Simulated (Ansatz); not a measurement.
Program: Ansatz. Geometries: PBE0-D4/def2-TZVP. ΔE: electronic, gas phase. CBS: MP2 limit from def2 TZ/QZ plus the TZ coupled-cluster correction, frozen cores. This one scheme is used for every species. def2 core potentials past Kr. For In outer-core shells are correlated without core-valence functions, which leaves a few kJ/mol of doubt a bond.

`[CH3][In]([F])[Cl]` + HCl → `[F][In]([Cl])[Cl]` + CH₄  (ligand exchange at the In–C bond)

| species | HF/def2-SVP energy (Eh) |
| --- | --- |
| `[CH3][In]([F])[Cl]` | -787.58532 |
| HCl | -459.93826 |
| `[F][In]([Cl])[Cl]` | -1207.40505 |
| CH₄ | -40.16918 |

Q: Work out ΔE.

A: ΔE = (-1207.40505) + (-40.16918) − (-787.58532) − (-459.93826) = -0.05065 Eh = -133.0 kJ/mol. CCSD(T)/CBS gives -104.1 kJ/mol.

Largest T1 diagnostic among the species: 0.014.

From BLYP to BHLYP (50 % exact exchange), in def2-TZVPP and without D4, ΔE moves by −10.4 kJ/mol. Leaving LDA and LC-ωPBE aside and taking each functional with its dispersion term where it has one, the values, not all of them listed here, spread over 16.8 kJ/mol, from B97M-V to PBE-D4. LDA lies +9.5 kJ/mol from PBE without D4.
